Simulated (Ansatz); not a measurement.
`C[C]1([AlH2])C=C1` + `C[SiH2][AlH][AlH2]` → `C[SiH2][Al]([AlH2])[AlH2]` + `CC1C=C1`  (formal exchange of groups at the Al–C bond)

Computed with Ansatz on PBE0-D4/def2-TZVP structures; ΔE is electronic, products minus reactants. CBS: MP2 limit from def2 TZ/QZ plus the TZ coupled-cluster correction, frozen cores. Functionals use def2-TZVPP. One conformer a species, not always the lowest.

```json
{"level": "PBE0-D4", "ΔE (eV)": "-0.50"}
{"level": "HF/CBS(def2)", "ΔE (eV)": "-0.39"}
```

Problem. What does CCSD(T)/CBS give? (Best estimate.)

Solution. Computed: -0.36 eV. The listed levels differ from it by -0.14, -0.03 eV.

Largest T1 diagnostic among the species: 0.013.

The D4 term adds +0.05 eV with B3LYP and +0.02 eV with PBE0; it sums over pairs of atoms, weighted by their polarisabilities, and B3LYP, whose exchange is more repulsive, gets the larger term.

B3LYP here is the variant with VWN-RPA as its local correlation; programs differ in this.
